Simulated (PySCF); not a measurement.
Excitation energy of W by level of theory

W [Xe] 4f14 5d4 6s2 (5D) → W [Xe] 4f14 5d3 6s2 7s1 (5F), as a difference of total energies. All numbers are calculated (PySCF 2.14, scalar relativity through the core potential, in aug-cc-pVTZ-PP with ECP60MDF). Correlated levels: valence: 5s2 5p6 frozen. The calculations carry no spin-orbit coupling.

```csv
method,excitation energy (eV)
UHF,6.004
MP2 (valence),6.535
SCS-MP2 (valence),6.186
CCSD (valence),6.529
CCSD(T) (valence),6.401
```

Question: How much does correlation contribute at CCSD(T) (valence)?

Answer: 6.401 − (6.004) = 0.397 eV, measured against UHF.

The promoted electron is Rydberg-like, and one or two diffuse shells describe it only roughly, which tends to raise the upper state.
